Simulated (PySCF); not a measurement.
This PySCF input asks for the NMR shieldings of `C[SiH2]C[Si](N)(N)O[SiH3]`, C2H14N2OSi3; the geometry comes from GFN2-xTB.

```python
import basis_set_exchange as bse
import numpy as np
from pyscf import gto, dft
from pyscf.prop import nmr

atoms = """
C     0.969240    2.320225    1.385283
Si    1.629013    1.291003   -0.064604
C     1.345936   -0.557233    0.258318
Si   -0.464562   -1.102106    0.282821
N    -0.514788   -2.777254    0.728567
N    -1.404515   -0.123622    1.351687
O    -1.157622   -0.884831   -1.182914
Si   -1.379328   -0.152690   -2.601087
H    -0.084814    2.113947    1.541576
H     1.082571    3.384708    1.203095
H     1.492686    2.088199    2.308729
H     3.082840    1.520673   -0.194015
H     0.991603    1.717541   -1.318482
H     1.809624   -0.837266    1.202024
H     1.862803   -1.126027   -0.513237
H     0.143998   -3.403831    0.295662
H    -1.416472   -3.225906    0.771759
H    -2.394926   -0.078461    1.175536
H    -1.238821   -0.221830    2.339137
H    -0.121423   -0.182754   -3.350559
H    -1.829184    1.221133   -2.374949
H    -2.414272   -0.964233   -3.245194
"""
names = dict.fromkeys(["C", "Si", "N", "O", "H"], "pcSseg-1")
basis = {el: gto.basis.parse(bse.get_basis(n, elements=[el], fmt="nwchem")) for el, n in names.items()}
mol = gto.M(atom=atoms, basis=basis, charge=0, verbose=0)
mf = dft.RKS(mol, xc="PBE0")
mf.grids.level = 2
mf.grids.alignment = dft.numint.BLKSIZE   # the property module wants whole blocks of grid points
mf.conv_tol = 1e-9
mf.kernel()

calc = nmr.RKS(mf)   # GIAO
C = mf.mo_coeff
Co = C[:, mf.mo_occ > 0]
resp = mf.gen_response(singlet=True, hermi=2)
def vind(x):   # induced exchange potential for any number of trial vectors
    d = np.einsum("pi,xij,qj->xpq", C, 2 * x.reshape(-1, C.shape[1], Co.shape[1]), Co, optimize=True)
    return np.einsum("xpq,pi,qj->xij", resp(d - d.transpose(0, 2, 1)), C, Co, optimize=True).ravel()
mo1, _ = nmr.rhf.solve_mo1(calc, with_cphf=vind)
sigma = calc.kernel(mo1)
for i, s in enumerate(sigma):   # ppm
    print("%2d %-2s %9.2f" % (i, mol.atom_pure_symbol(i), np.trace(s) / 3))
```

**Question.** What does it print?

**Answer.** 
```
 0 C     191.86
 1 Si    394.94
 2 C     191.00
 3 Si    376.54
 4 N     225.99
 5 N     238.07
 6 O     287.84
 7 Si    395.78
 8 H      30.23
 9 H      31.68
10 H      31.74
11 H      27.28
12 H      27.33
13 H      31.97
14 H      31.99
15 H      30.98
16 H      31.01
17 H      31.09
18 H      31.66
19 H      26.56
20 H      26.54
21 H      26.60
```

These numbers come from an equivalent density-fitted implementation of the same equations, which agrees with the script to about 0.01 ppm for H and up to a few tenths of a ppm for heavy atoms, so last digits may differ.

**Question.** Turn these shieldings into chemical shifts. δ = σ(ref) − σ, references computed at the same level: ¹³C (σ = 186.93 ppm), ²⁹Si (σ = 349.16 ppm), ¹H (σ = 31.72 ppm) vs TMS; ¹⁵N (σ = 267.73 ppm) against NH3; H2O for ¹⁷O (σ = 336.08 ppm).

**Answer.** Averaging equivalent atoms: C 2: -4.1; C 0: -4.9; Si 3: -27.4; Si 1: -45.8; Si 7: -46.6; N 4/5: 35.7; O 6: 48.2; H 19/20/21: 5.15; H 11/12: 4.41; H 15/16/17/18: 0.53; H 8/9/10: 0.50; H 13/14: -0.26 ppm. Experimental scales use liquid or dissolved standards, which lie at an offset from isolated NH3 (liquid NH3: subtract about 20 ppm) and H2O (liquid H2O: subtract about 36 ppm).

Size and cost of the density-fitted run: 227 basis functions, 110 s wall time on 1 thread of an Arm Neoverse N1, shared host; peak memory 1.1 GiB.
